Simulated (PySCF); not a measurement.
tert-butylarsine (C₄H₁₁As), SMILES CC(C)(C)[AsH2].

Geometry optimised at PBE0-D3(BJ)/def2-SVP.

The numbers are results of ωB97X/def2-TZVP (PySCF), not measurements.

Isolated molecule, no solvent.

```json
{
 "total_energy": "-2394.97288 hartree",
 "point_group": "Cs",
 "highest_occupied_level": "-9.23 eV",
 "lowest_empty_level": "2.18 eV",
 "orbital_gap": "11.41 eV",
 "dipole_moment": "1.09 D",
 "quadrupole, principal values (traceless, Buckingham form, about the centre of nuclear charge)": "-2.70, 1.14, 1.55 D·Å",
 "mean_static_polarisability": "80.5 bohr³ (11.93 Å³)",
 "polarisability_principal_values": "75.2, 76.4, 90.0 bohr³"
}
```
